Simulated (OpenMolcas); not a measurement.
# Be I: thermal populations, worked from levels

```yaml
Program: OpenMolcas
Basis: ANO-RCC-VQZP [5s4p3d2f1g]
Scalar_Hamiltonian: DKH2, point nucleus
Active_space: 2 electrons in 8 orbitals (2s 2p 3s 3p)
State_averaging: 2S+1 = 3 even, 3 roots; 2S+1 = 1 even, 6 roots; 2S+1 = 3 odd, 3 roots; 2S+1 = 1 odd, 3 roots
Spin-orbit_coupling: state interaction with AMFI integrals over the reference wave functions, term energies averaged over their components
```

Methods: CASSCF; SS-CASPT2, IPEA 0.25 Eh, imaginary shift 0.1 Eh (closed shells correlated: 1s). Measured levels: NIST Handbook of Basic Atomic Spectroscopic Data.

**Thermal populations.** Z = Σ (2J + 1) exp(-E/kT) with k = 0.695035 cm-1/K, over the levels below. No other level of either list lies under 52000 cm-1, which is above 7 kT at each temperature.

```json
{"Level": "2s² ¹S₀", "2J + 1": "1", "SS-CASPT2": "0.0", "measured": "0.0"}
{"Level": "2s 2p ³P°₀", "2J + 1": "1", "SS-CASPT2": "22224", "measured": "21978"}
{"Level": "2s 2p ³P°₁", "2J + 1": "3", "SS-CASPT2": "22225", "measured": "21979"}
{"Level": "2s 2p ³P°₂", "2J + 1": "5", "SS-CASPT2": "22227", "measured": "21981"}
{"Level": "2s 2p ¹P°₁", "2J + 1": "3", "SS-CASPT2": "44996", "measured": "42565"}
```

| T (K) | Z, SS-CASPT2 | Z, measured levels | Ground level (%), SS-CASPT2 | Ground level (%), measured levels |
| --- | --- | --- | --- | --- |
| 8000 | 1.166 | 1.174 | 85.7 | 85.2 |

At 8000 K, kT = 5560 cm-1, and the computed levels give Z = 1.000 + 0.018 + 0.055 + 0.092 + 0.001 = 1.166.

Active for correlation alone: 3p 3s; no level in the range computed is led by a configuration that fills them, so any true level of that kind is missing. Without dynamic correlation excited terms often stand tens of per cent too high (terms of higher spin than the ground term too low), and those without a measured partner can miss by more than the paired ones (holds for CASSCF). Computed and measured levels are paired by configuration, term and J; levels that our copy of the source lacks, or whose pairing is in doubt (as where it misses far off the trend of its configuration), stay unpaired and out of the deviations. Only configurations of the active space appear.

° marks odd parity.
